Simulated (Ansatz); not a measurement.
Reaction (hydrogenolysis of the Si–O bond): `O[SiH]1BC1` + H₂ → `B1C[SiH2]1` + H₂O

Isolated molecules relaxed with PBE0-D4/def2-TZVP in Ansatz; ΔE leaves out vibrations. CCSD(T)/CBS is the MP2 limit (def2-TZVPP, def2-QZVPP) plus CCSD(T) − MP2 in def2-TZVPP, frozen cores. This one scheme is used for every species. DFT in def2-TZVPP. One conformer a species, not always the lowest.

(1) Is it downhill or uphill in electronic energy at CCSD(T)/CBS, and by how much? (Best estimate.)

(2) What do these levels give: LDA (SPW92), revPBE-D4, r2SCANh-D4, ωB97X-V, HF/def2-TZVPP, CCSD/def2-TZVPP? (Best estimate.)

Largest T1 diagnostic among the species: 0.014.

Results:

(1) Ansatz gave: Uphill: ΔE = +59.5 kJ/mol.

(2) Computed: LDA (SPW92) 62.3, revPBE-D4 60.0, r2SCANh-D4 64.7, ωB97X-V 60.6, HF/def2-TZVPP 50.3, CCSD/def2-TZVPP 56.2 kJ/mol.

In def2-TZVPP, CCSD(T) changes the Hartree–Fock value by +9.0 kJ/mol (the triples alone add +3.2 kJ/mol) and MP2 by +15.8 kJ/mol. Leaving LDA and LC-ωPBE aside and taking each functional with its dispersion term where it has one, the values, not all of them listed here, spread over 11.0 kJ/mol, from HSE06-D4 to r2SCAN-D4. LDA lies +6.4 kJ/mol from PBE without D4.
